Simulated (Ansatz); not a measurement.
Two members of one family (Series CdMeX), computed with Ansatz in the gas phase; def2 core potentials for Cd, I, no spin–orbit coupling. Binding counts from free atoms in the multiplicity of their measured ground term, without zero-point energy. A dash marks a value that wasn't run or was left out as unsound. The structures are stationary points that may keep the symmetry of their start. Remarks come from the PBE and PBE0 runs and from stability tests at other levels; not every state was tested. HOMO above LUMO (over both spins in singlets and doublets, within one spin in higher multiplets; at PBE or PBE0), or a gap under 0.15 eV within one spin, warns that the state may not be the lowest or that an electron is smeared out.

First: CdMeI (singlet, charge 0, PBE0-D4/def2-TZVP geometry).

```xyz
6

Cd   -0.6226   -0.3801   -0.8916
C     0.5170    0.3151    0.7386
H     1.5083    0.6059    0.3923
H     0.6109   -0.4772    1.4806
H     0.0226    1.1765    1.1876
I    -2.0363   -1.2403   -2.9074
```

```tsv
level	HOMO (eV)	LUMO (eV)	gap (eV)	vertical IE (eV)	vertical triplet (eV)	binding per atom (eV)
PBE-D4/def2-SVP	-6.12	-1.70	4.42	–	–	2.91
PBE-D4/def2-TZVP	-6.22	-1.83	4.39	9.28	4.53	2.90
r2SCAN-D4/def2-TZVP	-6.50	-1.57	4.93	9.38	4.68	2.90
B3LYP-D4/def2-TZVP	-7.07	-1.33	5.75	–	–	2.84
PBE0-D4/def2-TZVP	-7.32	-1.03	6.29	9.46	4.82	2.89
```

Metal–donor distances: 1 × C 2.11 Å, 1 × I 2.61 Å. Remarks: gap within one spin near zero at PBE or PBE0 (+1 doublet), gap within one spin near zero at PBE or PBE0 (triplet).

Second: CdMeBr (singlet, charge 0, PBE0-D4/def2-TZVP geometry).

```xyz
6

Cd   -0.446   -0.300   -1.048
C     0.348    0.233    0.822
H     0.095   -0.530    1.557
H    -0.068    1.190    1.134
H     1.432    0.317    0.747
Br   -1.360   -0.910   -3.212
```

Task: What does the change do? Estimate second minus first.

Result: 
| level | Δ HOMO (eV) | Δ LUMO (eV) | Δ gap (eV) | Δ vertical IE (eV) | Δ vertical triplet (eV) | Δ binding per atom (eV) |
| --- | --- | --- | --- | --- | --- | --- |
| PBE-D4/def2-SVP | -0.36 | 0.13 | 0.49 | – | – | 0.08 |
| PBE-D4/def2-TZVP | -0.42 | 0.08 | 0.51 | 0.53 | 0.37 | 0.08 |
| r2SCAN-D4/def2-TZVP | -0.45 | 0.10 | 0.55 | 0.54 | 0.33 | 0.08 |
| B3LYP-D4/def2-TZVP | -0.55 | 0.09 | 0.63 | – | – | 0.08 |
| PBE0-D4/def2-TZVP | -0.57 | 0.10 | 0.67 | 0.58 | 0.31 | 0.07 |

Metal–donor distances: 1 × C 2.10 Å, 1 × Br 2.43 Å. Remarks: gap within one spin near zero at PBE or PBE0 (+1 doublet), gap within one spin near zero at PBE or PBE0 (triplet).
